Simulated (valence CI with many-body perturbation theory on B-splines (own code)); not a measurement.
## Missing levels of Rh XXIII

Computed by relativistic CI+MBPT: five valence electrons over a frozen Dirac-Fock core [Ar], a basis of 7 s, 7 p, 8 d, 6 f, 4 g, 1 h functions for each j, with the one-electron correlation potential Σ1, the two-electron term Σ2, the three-electron term Σ3, Breit, model QED; selected CI, second order for the rest (own B-spline code, finite nucleus).

No measured spectrum was set against this ion. As an estimate, terms of the open shell hold to 2 to 4 % of their energy, and close levels can change places. Core correlation moves these levels by up to 13000 cm⁻¹, and in measured spectra 5 to 20 % of such shifts remained as error; rates that hang on mixing are uncertain with them. Only levels of the ground parity were solved; by the run's estimate the other parity begins above the list, which can be wrong where configurations are misplaced.

| Level | E (cm⁻¹) |
| --- | --- |
| 3d5 6S_5/2 | 0.0 |
| 3d5 4G_5/2 [a] | 86461 |
| 3d5 4G_7/2 | 107140 |
| 3d5 4G_11/2 | 109860 |
| 3d5 4P_3/2 | ? |
| 3d5 4G_5/2 [b] | ? |
| 3d5 4G_9/2 | ? |
| 3d5 4P_1/2 | 123810 |
| 3d5 4D_7/2 | 138800 |
| 3d5 4D_5/2 | 147820 |
| 3d5 4D_1/2 | 156300 |
| 3d5 2I_11/2 | 159120 |
| 3d5 4D_3/2 | ? |
| 3d5 2F_7/2 [a] | 170030 |
| 3d5 2I_13/2 | 172020 |
| 3d5 2D_3/2 [a] | 174970 |
| 3d5 2G_9/2 [a] | 176140 |
| 3d5 2F_5/2 [a] | ? |
| 3d5 4F_5/2 | 198820 |
| 3d5 2H_9/2 | ? |

Names give the largest LS component (configuration and term), which can be under half, so a name can repeat, a term be missing and a line seem to break the LS rules; names also repeat where a configuration has a term twice. Letters in brackets count levels of one name in rising energy.

The levels stand in rising order. What does the calculation give for the missing energies?

3d5 4P_3/2 111250; 3d5 4G_5/2 [b] 113230; 3d5 4G_9/2 114990; 3d5 4D_3/2 160500; 3d5 2F_5/2 [a] 180860; 3d5 2H_9/2 202860.
